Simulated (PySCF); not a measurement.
## Calculated NMR parameters of C=Cc1ccn([SiH3])c1

| Property | Result |
| --- | --- |
| Formula | C6H9NSi |
| SMILES | C=Cc1ccn([SiH3])c1 |
| Point group of the computed structure | C1 |
| Degrees of unsaturation | 4 |
| Carbon signals | 6 |
| Proton signals | 7 |

Atom-mapped SMILES (the numbers label the heavy atoms): `[CH2:1]=[CH:2][c:3]1[cH:4][cH:5][n:6]([SiH3:7])[cH:8]1`. Each H is labelled by its parent atom. Ha(C1) is cis to C3; Hb(C1) is trans to C3.

PySCF 2.14 calculation with structure optimised with GFN2-xTB and σ from GIAO-PBE0/pcSseg-1; no solvent model, one averaged value for each set of equivalent atoms, no relativistic terms, one conformer.

Chemical shifts δ = σref − σ; ¹H (σref 31.72) and ¹³C (σref 186.93) and ²⁹Si (σref 349.16) vs TMS; NH3 for ¹⁵N (σref 267.73), all at this level.

```tsv
carbon	δC, type	δH (multiplicity)	HMBC from (2–3 bonds)	span of the C tensor (ppm)
C1	114.6, CH2	Hb(C1) 5.27 (m); Ha(C1) 5.81 (m)	H(C2)	202
C2	136.8, CH	6.81 (m)	H(C4), H(C8), Ha(C1), Hb(C1)	227
C3	133.9, C	–	H(C4), H(C2), H(C5), H(C8), Ha(C1), Hb(C1)	157
C4	114.8, CH	7.00 (m)	H(C2), H(C5), H(C8)	176
C5	129.6, CH	6.64 (m)	H(C4), H(C8), H(Si7)	153
C8	129.5, CH	6.55 (m)	H(C4), H(C2), H(C5), H(Si7)	138
```

Other nuclei:
```json
{"atoms": "H(Si7)", "nucleus": "¹H", "environment": "hydrogen on a silicon bonded to N", "δ (ppm)": "5.06", "σ (ppm)": "26.66"}
{"atoms": "Si7", "nucleus": "²⁹Si", "environment": "silicon bonded to N, 3 H", "δ (ppm)": "-50.4", "σ (ppm)": "399.6"}
{"atoms": "N6", "nucleus": "¹⁵N", "environment": "pyrrole-type ring nitrogen", "δ (ppm)": "161.2", "σ (ppm)": "106.5"}
```

Carbon types of the structure: 1 × C, 4 × CH, 1 × CH2, leaving 3 H on heteroatoms. δC 136.8: alkene CH; as expected for a trigonal carbon in a double bond. δC 133.9: substituted aromatic carbon. δC 129.6, 129.5: aromatic CH next to a ring nitrogen. δC 114.8: aromatic CH. δC 114.6: terminal =CH2 carbon; the olefinic region.

Shifts are as computed. Against solution values, carbons near 30 ppm lie about +3 ppm off and those near 130 ppm about +5 ppm. Of 1313 compounds with measured shifts, 239 miss one by over three times the rms of a fit or turn the order of signals round; such compounds aren't used in these exercises. Experimental scales use liquid or dissolved standards, which lie at an offset from isolated NH3 (liquid NH3: subtract about 20 ppm). Unscaled 15N shifts of sp2 nitrogen come out 20 to 40 ppm too high even then. Multiplicities follow the n + 1 count of equivalent neighbours, as no J values were calculated; m marks all less simple cases, F and P coupling included.
